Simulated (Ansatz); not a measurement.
Basis sets compared for H2Te2 (Te₂H₂). Total charge 0; singlet. Geometry r2SCAN-D4/def2-TZVP. Ansatz on 4 threads of Intel Xeon on a shared host; times are rough, and most runs start from earlier orbitals.

```
atom   x (Å)   y (Å)   z (Å)
 Te1   0.553  -1.294   0.439
 Te2   0.253   1.394   0.406
  H3  -1.075  -1.644   0.408
  H4   0.269   1.543  -1.253
```

In the def2 sets Te takes a core potential, while STO-3G treats all electrons; there is no spin–orbit coupling.

STO-3G and 6-31G are all-electron sets without relativity, so their totals don't compare with the def2 sets.

Binding counts from free atoms (Te triplet, H doublet) in the same basis, without a counterpoise term.

| level | functions | energy (Eh) | HOMO (eV) | LUMO (eV) | binding per atom (eV) | wall time |
| --- | --- | --- | --- | --- | --- | --- |
| HF/STO-3G | 56 | -13095.4431 | -6.82 | 5.09 | – | 1.5 s |
| PBE-D4/def2-SVP | 62 | -537.2279 | -5.51 | -2.79 | 2.07 | 1.6 s |
| PBE0-D4/def2-SVP | 62 | -537.2651 | -6.60 | -2.08 | 1.99 | 2.4 s |

Problem. Estimate the rows for HF/def2-TZVP, PBE-D4/def2-TZVP, PBE0-D4/def2-TZVP (with forces).

Solution. 
```json
{"level": "HF/def2-TZVP", "functions": "112", "energy (Eh)": "-535.1835", "HOMO (eV)": "-8.92", "LUMO (eV)": "0.84", "binding per atom (eV)": "1.18", "wall time": "2.8 s"}
{"level": "PBE-D4/def2-TZVP", "functions": "112", "energy (Eh)": "-537.2532", "HOMO (eV)": "-5.63", "LUMO (eV)": "-2.86", "binding per atom (eV)": "2.09", "wall time": "2.8 s"}
{"level": "PBE0-D4/def2-TZVP (with forces)", "functions": "112", "energy (Eh)": "-537.2890", "HOMO (eV)": "-6.67", "LUMO (eV)": "-2.13", "binding per atom (eV)": "2.02", "wall time": "6 s"}
```
